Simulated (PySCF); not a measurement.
Cd(OH)(OMe) (CH4CdO2), SMILES [OH][Cd][O]C. Atoms are numbered in the order given.

```xyz
8

Cd     0.2117     0.0511     0.2587
O      0.8965     0.5366     2.0315
H      1.0601     1.4894     2.0753
O     -0.3501    -0.6480    -1.4897
C     -1.6099    -0.3620    -2.0307
H     -1.7724     0.7163    -2.2429
H     -1.7026    -0.8913    -2.9983
H     -2.4592    -0.7022    -1.4005
```
Charge 0, spin multiplicity 1.

The structure is a stationary point at r2SCAN-D4/def2-SVP. The structure was generated by enumeration; whether it is a known compound was not checked. The def2 effective core potentials stand for the cores of Cd; spin–orbit coupling is left out. The values are those of a single conformer.

These are PBE0/def2-TZVPD (PySCF) values and carry that method's errors.

Mulliken values depend strongly on the basis, most of all with diffuse functions as here. ESP charges are fitted to the potential on shells at 1.4 to 2.0 van der Waals radii. Atomic charges (e):

```tsv
atom	ESP fit	Mulliken
Cd1	___	0.83
O2	-0.73	-0.74
H3	___	0.30
O4	-0.51	-0.60
C5	-0.16	-0.28
H6	___	0.16
H7	___	0.17
H8	___	0.16
```

Problem. Fill in the missing entries. (An estimate is asked for; the answer gives what the named calculation found.)

Solution. 
- Cd1, ESP fit: 0.87
- H3, ESP fit: 0.30
- H6, ESP fit: 0.05
- H7, ESP fit: 0.11
- H8, ESP fit: 0.07
